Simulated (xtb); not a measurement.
C₄H₁₁In, SMILES [In]([CH3])([CH2]C)[CH3]. All values are semi-empirical tight-binding results from xtb (GFN2-xTB unless named), good for trends rather than for accurate numbers. Geometry optimised at GFN2-xTB. The isomer is the one that the SMILES or the coordinates give; other isomers of the formula were not compared. One conformer was computed; it need not be the lowest.

A frequency run showed that this geometry is not a minimum.

For metal compounds this method's bond lengths and energies can be far off.

```yaml
orbital_gap: 3.39 eV
```
